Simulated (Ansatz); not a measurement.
Here is a job for Ansatz (an electronic-structure program).
Ansatz 0.2 input:
```yaml
crystal:
  periodic: [false, false, false]
  atoms:
    - {symbol: F, position_ang: [0.46630000, 0.00000000, 0.00000000]}
    - {symbol: H, position_ang: [-0.46630000, 0.00000000, 0.00000000]}
basis:
  gaussian:
    orbitals: def2-SV_P_.json
total_charge: -1
magnetization: {spin_polarized: true, initial_magnetization: 1}
correlation: {method: mp2}
```
The basis file holds def2-SV(P) in the JSON format of the Basis Set Exchange.

### Question
What does this run give for the SCF-reference <S^2>, number of basis functions, MP2 correlation energy, total energy?

### Answer

| Quantity | Value |
|---|---|
| SCF-reference <S^2> | 0.751 |
| number of basis functions | 16 |
| MP2 correlation energy | -0.1956 Eh |
| total energy | -99.9507 Eh |

A gas-phase anion may not be bound at this level; its values then depend on the basis.
